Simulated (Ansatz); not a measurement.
Consider the redistribution: `C[SiH](F)[O][AlH2]` + `BN=C=O` → `O=C=[N][AlH2]` + `BO[SiH](C)F`.

Computed with Ansatz on PBE0-D4/def2-TZVP structures; ΔE is electronic, products minus reactants. CCSD(T)/CBS adds triple-zeta CCSD(T) − MP2 to the extrapolated MP2 energy (def2 sets, frozen cores). One conformer a species, not always the lowest.

| species | CCSD(T)/CBS(def2) energy (Eh) |
| --- | --- |
| `C[SiH](F)[O][AlH2]` | -747.90626 |
| `BN=C=O` | -193.93341 |
| `O=C=[N][AlH2]` | -411.17628 |
| `BO[SiH](C)F` | -530.66690 |

Question: Work out ΔE.

Answer: ΔE = (-411.17628) + (-530.66690) − (-747.90626) − (-193.93341) = -0.00351 Eh = -0.10 eV.

Largest T1 diagnostic among the species: 0.017.

From PBE to PBE0 (25 % exact exchange), in def2-TZVPP and without D4, ΔE moves by −0.03 eV. In def2-TZVPP, CCSD(T) changes the Hartree–Fock value by +0.03 eV (the triples alone add +0.01 eV) and MP2 by +0.05 eV.
